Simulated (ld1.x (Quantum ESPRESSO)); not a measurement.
# What the settings do to the PAW potential of Co (Z = 27)

Base potential:

ld1.x (Quantum ESPRESSO) 7.5 input, shortened:

```
&input
   title='Co', zed=27., rel=1, dft='WC', iswitch=3,
   config='[Ar] 3d7 4s1.5 4p0.5'
 /
 &inputp
   pseudotype=3, lpaw=.true., tm=.true., lloc=-1, rcloc=2.65,
   nlcc=.true., new_core_ps=.true., rcore=0.85,
   which_augfun='BESSEL', rmatch_augfun=0.80
 /
6
4S  1  0   1.50   0.00  1.75  2.40  0.0
4S  1  0   0.00   0.30  1.75  2.40  0.0
4P  2  1   0.50   0.00  2.85  3.85  0.0
4P  2  1   0.00   0.70  2.85  3.85  0.0
3D  3  2   7.00   0.00  0.75  0.95  0.0
3D  3  2   0.00   0.25  0.75  0.95  0.0
 &test
   configts(1)='3d7 4s1.5 4p0.5'
 /
```

Cutoffs, loose and tight: the cutoffs (Ry, on a coarse ladder) from which the occupation-weighted sum of valence levels, in a spherical-Bessel basis at the reference potential, stays within 10 and 1 mRy of its value at 400 Ry. They do not see the model core or the augmentation charge, which bear on the density cutoff. Test errors are all-electron minus pseudo excitation energies from the reference, over the configurations 3d7 4s2 4p0; 3d7 4s1 4p0; 3d7 4s0 4p0; 3d6 4s0 4p0; 3d6 4s2 4p1; 3d7 4s0 4p1; 3d7.5 4s1.5 4p0. A dash means not determined; rows that change the core or the reference have their own tests.

Cutoffs are not given where the Bessel-basis levels miss the radial ones by over 6 mRy, ghosts where they miss by over 20 mRy; a channel whose overlap is not positive is not tested.

A file whose overlap is not positive is unfit for use, and its test errors describe a broken file.

```tsv
change	outcome	cutoff, loose	cutoff, tight	bound ghosts	largest test error (meV)
base	generated	120 Ry	200 Ry	none	-253
local potential all-electron potential smoothed inside 2.15 bohr (lloc = -1)	generated	120 Ry	200 Ry	none	-255
reference 3d7 4s2 4p0	generated, overlap not positive	–	–	not determined (overlap not positive)	-246
core [Ne] 3s2, valence charge 15; reference 3p6 3d7 4s2 4p0; waves now 4s (bound): rcut 2.35, rcutus 2.75 bohr; 4s channel at 0.3 Ry: rcut 2.35, rcutus 2.75 bohr; 3p (bound): rcut 1.25, rcutus 1.60 bohr; 4p (bound): rcut 1.25, rcutus 1.60 bohr; 3d (bound): rcut 0.90, rcutus 1.05 bohr; 3d channel at 0.25 Ry: rcut 0.90, rcutus 1.05 bohr; local potential all-electron potential smoothed inside 2.35 bohr (lloc = -1); core correction a·sin(br)/r model core, default radius (ld1.x builds one for every PAW set, though the input has nlcc=.false.)	generated	100 Ry	180 Ry	none	test run stopped at test 1 of 7 (negative rho)
all radii but the core radius scaled by about 1.11 (s 2.66, p 4.26, d 1.06 bohr, rcut 1.94/3.16/0.84); local potential all-electron potential smoothed inside 2.94 bohr (lloc = -1); augmentation BESSEL, radius 0.88 bohr	generated	100 Ry	180 Ry	none	-258
waves 4p (bound): rcut 2.85, rcutus 4.46 bohr; 4p channel at 0.7 Ry: rcut 2.85, rcutus 4.46 bohr	generated, overlap not positive	–	–	not determined (overlap not positive)	-249
```

**Question.** What comes out with this change to the base: local potential all-electron potential smoothed inside 3.76 bohr (lloc = -1)?

**Answer.** outcome: generated; cutoff, loose: 120 Ry; cutoff, tight: 200 Ry; bound ghosts: none; largest test error (meV): -299.

**Question.** What comes out with this change to the base: augmentation PSQ, inside the norm-conserving radii?

**Answer.** outcome: failed: new_paw_hamiltonian: negative rho. Cause: the spherical valence density built from the smooth waves and the augmentation charge turned negative at some radius.
